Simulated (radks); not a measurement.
All-electron atom: Yb II in [Xe] 4f14 6s1 (the NIST ground configuration). All-electron calculation, Dirac Kohn-Sham, PBE, spin-unpolarised, spherical densities, point nucleus; speed of light set to 13703.6 atomic units (100 times the physical value, a model run). Program: a radial shooting solver on a logarithmic mesh with Libxc functionals.

Spin-orbit splittings of the eigenvalues, e(l+1/2) - e(l-1/2), with zeta = 2 splitting/(2l+1) and mean radii in bohr:

shell  occ.  splitting (eV)   zeta (eV)  <r> j=l-1/2  <r> j=l+1/2
2p        6         0.08811     0.05874      0.07766      0.07766
3p        6         0.01847     0.01231       0.2242       0.2242
3d       10        0.004801    0.001921       0.1974       0.1974
4p        6        0.004092    0.002728       0.5371       0.5371
4d       10       0.0008950   0.0003580       0.5627       0.5627
4f       14       0.0001434  0.00004097       0.7451       0.7451
5p        6       0.0004796   0.0003197        1.503        1.503
